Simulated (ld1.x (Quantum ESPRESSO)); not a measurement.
u(r) = r·R(r): atom against pseudo-atom (Pd)

Columns: radius, all-electron u(r) and pseudo u(r) of the 4s shell (level -87.80 eV) of palladium in the configuration [Ar] 3d10 4s2 4p6 4d9.75 5s0 5p0; PBEsol, scalar-relativistic, RRKJ scheme, ld1.x (Quantum ESPRESSO) 7.5.

```json
{"r (bohr)": "0.088", "all-electron": "-0.4308", "pseudo": "-0.0595"}
{"r (bohr)": "0.175", "all-electron": "0.1297", "pseudo": "-0.1366"}
{"r (bohr)": "0.262", "all-electron": "0.6408", "pseudo": "-0.2447"}
{"r (bohr)": "0.350", "all-electron": "0.5310", "pseudo": "-0.3891"}
{"r (bohr)": "0.438", "all-electron": "0.0798", "pseudo": "-0.5614"}
{"r (bohr)": "0.525", "all-electron": "-0.4118", "pseudo": "-0.7426"}
{"r (bohr)": "0.612", "all-electron": "-0.8040", "pseudo": "-0.9127"}
{"r (bohr)": "0.700", "all-electron": "-1.0579", "pseudo": "-1.0507"}
{"r (bohr)": "0.788", "all-electron": "-1.1792", "pseudo": "-1.1369"}
{"r (bohr)": "0.875", "all-electron": "-1.1982", "pseudo": "-1.1630"}
{"r (bohr)": "0.962", "all-electron": "-1.1494", "pseudo": "-1.1324"}
{"r (bohr)": "1.050", "all-electron": "-1.0587", "pseudo": "-1.0552"}
{"r (bohr)": "1.138", "all-electron": "-0.9476", "pseudo": "-0.9488"}
{"r (bohr)": "1.225", "all-electron": "-0.8317", "pseudo": "-0.8326"}
{"r (bohr)": "1.312", "all-electron": "-0.7187", "pseudo": "-0.7187"}
{"r (bohr)": "1.400", "all-electron": "-0.6125", "pseudo": "-0.6125"}
{"r (bohr)": "1.487", "all-electron": "-0.5181", "pseudo": "-0.5181"}
{"r (bohr)": "1.575", "all-electron": "-0.4341", "pseudo": "-0.4341"}
{"r (bohr)": "1.662", "all-electron": "-0.3622", "pseudo": "-0.3622"}
{"r (bohr)": "1.750", "all-electron": "-0.3001", "pseudo": "-0.3001"}
{"r (bohr)": "1.838", "all-electron": "-0.2477", "pseudo": "-0.2477"}
{"r (bohr)": "1.925", "all-electron": "-0.2042", "pseudo": "-0.2042"}
{"r (bohr)": "2.012", "all-electron": "-0.1679", "pseudo": "-0.1679"}
{"r (bohr)": "2.100", "all-electron": "-0.1374", "pseudo": "-0.1374"}
{"r (bohr)": "2.188", "all-electron": "-0.1121", "pseudo": "-0.1121"}
{"r (bohr)": "2.275", "all-electron": "-0.0916", "pseudo": "-0.0916"}
```

**Question.** How many radial nodes do the two functions have?

**Answer.** The all-electron 4s function has n − l − 1 = 3 (the table is too coarse to show those close to the nucleus); the pseudo-wave has 0, since the states of the same l below it are removed with the core.

**Question.** At about which radius was the pseudo-wave matched?

**Answer.** 1.35 bohr, where the columns begin to agree (steps of 0.09 bohr).

**Question.** Where does each function peak?

**Answer.** Outermost all-electron maximum near 0.88 bohr, pseudo maximum near 0.88 bohr (to the table’s step).

**Question.** Is the pseudo-wave norm-conserving?

**Answer.** Yes: the RRKJ scheme keeps the norm inside the radius equal to the all-electron one, which fixes the energy derivative of the logarithmic derivative at the level.
